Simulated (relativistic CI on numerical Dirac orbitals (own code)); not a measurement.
## Ligand-field terms of d5

Computed with a parametric ligand-field model of a d^n configuration (Racah B and C, spin-orbit zeta, crystal field), exact diagonalisation.

Field parameters in Wybourne normalisation: Oh B⁴₀ = 21Dq, B⁴₄ = √(5/14) B⁴₀. The field is a parameter set, without covalency.

Question: Ground term and bands for B = 400, C = 1810, ζ = 0 cm⁻¹, Oh, 10Dq = 12400 cm⁻¹?

Answer: Ground term 2T2 with 0.06 electrons in the two orbitals of the cubic e set. Spin-allowed: 2A2 10357 cm⁻¹ (966 nm), 2T1 10492 cm⁻¹ (953 nm), 2T2 11471 cm⁻¹ (872 nm), 2E 12437 cm⁻¹ (804 nm). Lowest spin-forbidden: 6A1 1914 cm⁻¹, 4T1 4105 cm⁻¹ (2436 nm), 4T2 6981 cm⁻¹ (1432 nm).

Question: Ground term and bands for B = 400, C = 1810, ζ = 0 cm⁻¹, Oh, 10Dq = 10800 cm⁻¹?

Answer: Ground term 6A1 with 2.00 electrons in the two orbitals of the cubic e set. Spin-allowed: none. Lowest spin-forbidden: 2T2 1182 cm⁻¹, 4T1 3762 cm⁻¹ (2658 nm), 4T2 6571 cm⁻¹ (1522 nm). A high-spin d5 ion has no spin-allowed d-d band, hence its pale colour.

Question: Ground term and bands for B = 400, C = 1810, ζ = 0 cm⁻¹, Oh, 10Dq = 18000 cm⁻¹?

Answer: Ground term 2T2 with 0.04 electrons in the two orbitals of the cubic e set. Spin-allowed: 2A2 15766 cm⁻¹ (634 nm), 2T1 15903 cm⁻¹ (629 nm), 2T2 16997 cm⁻¹ (588 nm), 2E 17953 cm⁻¹ (557 nm). Lowest spin-forbidden: 4T1 9510 cm⁻¹ (1051 nm), 4T2 12513 cm⁻¹ (799 nm), 6A1 12851 cm⁻¹ (778 nm).

Question: Ground term and bands for B = 400, C = 1810, ζ = 0 cm⁻¹, Oh, 10Dq = 7600 cm⁻¹?

Answer: Ground term 6A1 with 2.00 electrons in the two orbitals of the cubic e set. Spin-allowed: none. Lowest spin-forbidden: 4T1 6879 cm⁻¹ (1454 nm), 2T2 7304 cm⁻¹ (1369 nm), 4T2 9446 cm⁻¹ (1059 nm). A high-spin d5 ion has no spin-allowed d-d band, hence its pale colour.

Question: Ground term and bands for B = 400, C = 1810, ζ = 0 cm⁻¹, Oh, 10Dq = 17200 cm⁻¹?

Answer: Ground term 2T2 with 0.04 electrons in the two orbitals of the cubic e set. Spin-allowed: 2A2 14989 cm⁻¹ (667 nm), 2T1 15126 cm⁻¹ (661 nm), 2T2 16206 cm⁻¹ (617 nm), 2E 17165 cm⁻¹ (583 nm). Lowest spin-forbidden: 4T1 8733 cm⁻¹ (1145 nm), 6A1 11282 cm⁻¹ (886 nm), 4T2 11724 cm⁻¹ (853 nm).
